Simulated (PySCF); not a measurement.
## Nonlinear optical response: `[SiH3]C1=CC=C(C=O)[SiH2]1`, C₅H₈OSi₂

Geometry (Å), atoms numbered from 1 in this order:
```xyz
16

O    -3.6569    0.9988    0.0780
C    -2.9766    0.1307    0.5727
C    -1.5353    0.0064    0.3668
C    -0.7713   -0.9688    0.9209
C     0.6648   -0.9434    0.6053
C     1.1190    0.0457   -0.2109
Si    2.9031    0.2306   -0.7167
Si   -0.3917    1.0884   -0.6593
H    -3.4330   -0.6496    1.2368
H    -1.1823   -1.7482    1.5747
H     1.3175   -1.7145    1.0332
H     3.0320    0.1514   -2.2043
H     3.7201   -0.8536   -0.0906
H     3.4307    1.5611   -0.2842
H    -0.6920    1.0780   -2.1198
H    -0.2901    2.4955   -0.1763
```

The calculation used quadratic response CAM-B3LYP/aug-cc-pVDZ first hyperpolarisability, Taylor convention, gas phase (PySCF 2.14.0). Geometry: PBE0-D3(BJ)/def2-SVP.

(1) Give β for the processes computed.

(2) Which lowest excitations, dipole and polarisabilities go with it?

Answers

(1) In au, Taylor convention; the vector part is βᵢ = ⅓ Σⱼ (βᵢⱼⱼ + βⱼᵢⱼ + βⱼⱼᵢ); β∥ is 3/5 of the vector part along the dipole, the dipole points from − to +:
```tsv
process	λ (nm)	β vector norm	β∥	β HRS	depolarisation ratio
static β(0;0,0)	∞	312.3	44.9	144.5	3.69
second harmonic β(−2ω;ω,ω)	1907	370.4	62.2	168.6	3.84
Pockels β(−ω;ω,0)	1907	330.2	50.2	–	–
second harmonic β(−2ω;ω,ω)	1064	562.8	121.8	248.3	4.18
Pockels β(−ω;ω,0)	1064	375.0	63.5	–	–
```

(2) S1 3.55 eV (f = 0.000); S2 4.09 eV (f = 0.251); S3 4.81 eV (f = 0.000); dipole 3.48 D; isotropic α 120.8 au static, 121.5 au at 1907 nm, 123.0 au at 1064 nm, 123.5 au at 953.5 nm, 131.1 au at 532 nm.
